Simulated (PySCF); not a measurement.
Al(H)(F)(OEt) (C2H6AlFO), SMILES CC[O][AlH][F].

Geometry optimised at B3LYP-D3(BJ)/def2-SVP. The structure was generated by enumeration; whether it is a known compound was not checked. One conformer was computed; it need not be the lowest.

Level of theory: TDA-PBE/def2-SVPD run with PySCF.

Vertical excitations. Gas-phase values at a fixed geometry. State labels are in the subgroup Cs.

| state | symmetry | energy (eV) | λ (nm) | f | main pairs |
|---|---|---|---|---|---|
| S1 | A" | 5.64 | 220 | 0.001 | HOMO→LUMO 99 % |
| S2 | A" | 5.94 | 209 | 0.019 | HOMO−1→LUMO+1 99 % |
| S3 | A' | 5.97 | 208 | 0.039 | HOMO→LUMO+1 60 %, HOMO−1→LUMO 37 % |
| S4 | A' | 6.04 | 205 | 0.067 | HOMO−1→LUMO 56 %, HOMO→LUMO+1 37 % |
| S5 | A" | 6.87 | 181 | 0.000 | HOMO−1→LUMO+2 100 % |
| S6 | A' | 6.92 | 179 | 0.003 | HOMO→LUMO+2 96 % |
| S7 | A" | 7.36 | 168 | 0.031 | HOMO−2→LUMO 72 %, HOMO−1→LUMO+3 25 % |
| S8 | A" | 7.49 | 166 | 0.030 | HOMO−1→LUMO+3 74 %, HOMO−2→LUMO 21 % |
| S9 | A' | 7.53 | 165 | 0.068 | HOMO→LUMO+3 80 %, HOMO−2→LUMO+1 12 % |
| S10 | A' | 7.75 | 160 | 0.000 | HOMO→LUMO+4 87 % |
| T1 | A' | 5.34 | 232 | 0 | HOMO−1→LUMO 99 % |
| T2 | A" | 5.46 | 227 | 0 | HOMO→LUMO 99 % |
| T3 | A" | 5.68 | 218 | 0 | HOMO−1→LUMO+1 99 % |
| T4 | A' | 5.70 | 218 | 0 | HOMO→LUMO+1 99 % |
Triplets are in the Tamm–Dancoff approximation.
